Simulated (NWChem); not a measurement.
Species: AlH₂ cation; SMILES [AlH2+]

```xyz
3

Al     0.0000     0.0000     0.0000
H      0.0000     0.0000    -1.5536
H      0.0000     0.0000     1.5536
```
Atoms are numbered in this order, from 1.

Program: NWChem. Geometry: optimised at PBE0-D3(BJ)/def2-TZVP. Static field.

```tsv
level	isotropic polarisability (bohr³)	anisotropy (bohr³)
PBE/def2-SVPD	21.1	8.1
B3LYP/def2-SVPD	20.6	8.3
LC-BLYP (range parameter 0.33 per bohr)/def2-SVPD	20.8	8.3
Hartree-Fock/def2-SVPD	19.5	6.5
```
